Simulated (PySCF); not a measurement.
TiO2, SMILES [O]=[Ti]=[O], multiplicity 1. Atoms are numbered in the order given.

```xyz
3

Ti     0.0000     0.0000     0.3899
O      0.0000    -1.3567    -0.5362
O      0.0000     1.3567    -0.5362
```

The structure is a stationary point at TPSSh-D3(BJ)/def2-TZVP. The multiplicity is an assumed one; other spin states were not compared. The isomer is the one that the SMILES or the coordinates give; other isomers of the formula were not compared.

Level of theory: B3LYP/def2-TZVPD in PySCF.

Mulliken values depend strongly on the basis, most of all with diffuse functions as here. Atomic charges (e):

```csv
atom,IAO,Mulliken
Ti1,(withheld),1.46
O2,(withheld),-0.73
O3,(withheld),-0.73
```

Question: Complete the blanks. (An estimate is asked for; the answer gives what the named calculation found.)

Answer: 
- Ti1, IAO: 1.27
- O2, IAO: -0.64
- O3, IAO: -0.64
